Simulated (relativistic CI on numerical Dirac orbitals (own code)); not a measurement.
## Sensitivity of the levels of Xe41+ to α and to the nuclear radius

Calculated at this level of theory: Dirac-Coulomb-Breit CI, orbitals from a KLI potential per configuration, derivatives by finite differences, unscaled Slater integrals, QED left out (own radial code, finite nucleus).

Configuration list (outside the closed core [Ne]): 3s2 3p, 3s 3p2, 3s2 3d, 3p3, 3s 3p 3d, 3p 3d2, 3p2 3d, 3s 3d2. Levels of other configurations are missing.

With x = (α/α₀)² − 1 an excitation energy changes as ω = ω₀ + qx; K = 2q/ω₀ is the relative enhancement. Terms are leading LS components, so labels can repeat. The field-shift factor is F = δν/δ⟨r²⟩ for the transition from the lowest level.

Lowest level 3s2 3p 2P°_1/2.

| Level | ω₀ (cm⁻¹) | q (cm⁻¹) | K | F (GHz/fm²) |
| --- | --- | --- | --- | --- |
| 3s2 3p 2P°_3/2 | 664510 | 735800 | 2.21 | -34.7 |
| 3s 3p2 4P_1/2 | 829570 | 138100 | 0.333 | -924 |
| 3s 3p2 4P_3/2 | 1350593 | 831300 | 1.23 | -942 |
| 3s 3p2 2D_5/2 | 1442745 | 843800 | 1.17 | -922 |
| 3s 3p2 2D_3/2 | 1568952 | 839800 | 1.07 | -824 |
| 3s 3p2 2P_1/2 | 1640121 | 819000 | 0.999 | -965 |
| 3s2 3d 2D_3/2 | 1929397 | 797300 | 0.827 | -193 |
| 3s2 3d 2D_5/2 | 1968242 | 1.184e+06 | 1.2 | -421 |
| 3s2 3d 2D_5/2 | 2174471 | 1.283e+06 | 1.18 | -612 |
| 3s 3p2 2S_1/2 | 2307876 | 1.552e+06 | 1.34 | -981 |
| 3s 3p2 2P_3/2 | 2350048 | 1.545e+06 | 1.32 | -974 |
| 3p3 2P°_3/2 | 2414528 | 927300 | 0.768 | -1670 |
| 3s 3p 3d 4F°_3/2 | 2517604 | 869300 | 0.691 | -1020 |

At this charge energies of transitions that change n are usually good to better than 1 %, and those within a shell (Δn = 0) to a few per cent.
